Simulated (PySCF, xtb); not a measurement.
C3H7BO3, SMILES OB1[C@H](O)CCO1. The values are those of a single conformer.

Harmonic wavenumbers (cm⁻¹) from GFN2-xTB (xtb) at its own minimum, in rising order: 97, 168, 209, 257, 324, 410, 499, 578, 617, 632, 717, 863, 909, 964, 998, 1053, 1070, 1094, 1141, 1160, 1192, 1198, 1248, 1286, 1311, 1342, 1362, 1473, 1485, 2914, 2920, 2953, 2981, 3024, 3568, 3601.

Problem. What does B3LYP-D3(BJ)/def2-SVP (PySCF) give at its own minimum? (An estimate is asked for; the answer gives what the named calculation found.)

Solution. 116, 180, 221, 262, 354, 427, 521, 559, 638, 653, 766, 864, 931, 960, 990, 1054, 1084, 1131, 1179, 1226, 1242, 1267, 1294, 1358, 1364, 1426, 1473, 1486, 1518, 2912, 3031, 3048, 3099, 3108, 3817, 3829. Paired by order, the mean absolute difference is 51 cm⁻¹ and the zero-point energies are 68.1 and 70.6 kcal/mol.
